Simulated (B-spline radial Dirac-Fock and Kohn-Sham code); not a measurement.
**Auger parameter of cerium: the L3 level and its strongest L3-MM line**

Calculated with a radial finite-basis atomic code, using relaxed Dirac-Fock hole states (ΔSCF) with Breit and QED corrections and a finite nucleus. The modified Auger parameter α′ is the binding energy plus the kinetic energy of the Auger electron; it does not depend on the energy zero. For free ions it tends to fall with charge, since less charge screens the final holes.

```tsv
species	configuration	binding 2p3/2 (eV)	Auger line	kinetic (eV)	α′ (eV)
Ce	[Xe] 4f1 5d1 6s2	5733.6	M3M3 J=2	3292.4	9026.1
Ce	[Xe] 5d1 6s2 6p1	5746.5	M3M3 J=2	3274.4	9020.9
Ce	[Xe] 4f2 6s2	5725.6	M3M3 J=2	3305.0	9030.6
Ce	[Xe] 4f1 6s2 6p1	5737.3	M3M3 J=2	3288.2	9025.5
Ce	[Xe] 4f1 5d1 6s1 6p1	5734.7	M3M3 J=2	3291.4	9026.1
Ce	[Xe] 4f3 5d1	5716.3	M3M3 J=2	3321.7	9038.1
Ce⁺	[Xe] 4f1 5d2	5737.4	M3M3 J=2	3288.0	9025.4
Ce⁺	[Xe] 4f2 5d1	5729.5	M3M3 J=2	3300.6	9030.0
Ce⁺ (Watson 2 Å)	[Xe] 4f1 5d2	5730.7	M3M3 J=2	3295.1	9025.9
Ce⁺ (Watson 2.4 Å)	[Xe] 4f1 5d2	5731.6	M3M3 J=2	3294.0	9025.6
Ce²⁺	[Xe] 4f2	5739.3	M3M3 J=2	3288.9	9028.3
Ce²⁺ (Watson 1.6 Å)	[Xe] 4f2	5721.7	M3M3 J=2	3306.8	9028.5
Ce³⁺	[Xe] 4f1	5759.3	M3M3 J=2	3263.1	9022.4
Ce³⁺	[Xe] 6s1	5772.5	M3M3 J=2	3245.0	9017.5
Ce³⁺	[Xe] 6p1	5773.4	M3M3 J=2	3244.0	9017.5
Ce³⁺ (Watson 1.8 Å)	[Xe] 4f1	5735.4	M3M3 J=2	3287.1	9022.4
Ce³⁺ (Watson 2.2 Å)	[Xe] 4f1	5739.6	M3M3 J=2	3282.7	9022.4
Ce⁴⁺	[Kr] 4d10 5s2 5p6	5781.9	M3M3 J=2	3234.8	9016.7
Ce⁴⁺ (Watson 2.4 Å)	[Kr] 4d10 5s2 5p6	5757.9	M3M3 J=2	3258.8	9016.7
Ce⁴⁺ (Watson 2.7 Å)	[Kr] 4d10 5s2 5p6	5760.6	M3M3 J=2	3256.1	9016.7
Ce⁵⁺	[Kr] 4d10 5s2 5p5	5798.8	M3M3 J=2	3217.5	9016.2
Ce⁶⁺	[Kr] 4d10 5s2 5p4	5816.4	M3M3 J=2	3199.5	9015.9
Ce⁷⁺	[Kr] 4d10 5s2 5p3	5834.9	M3M3 J=2	3181.1	9016.1
Ce⁸⁺	[Kr] 4d10 5s2 5p2	5854.2	M3M3 J=2	3161.6	9015.8
```
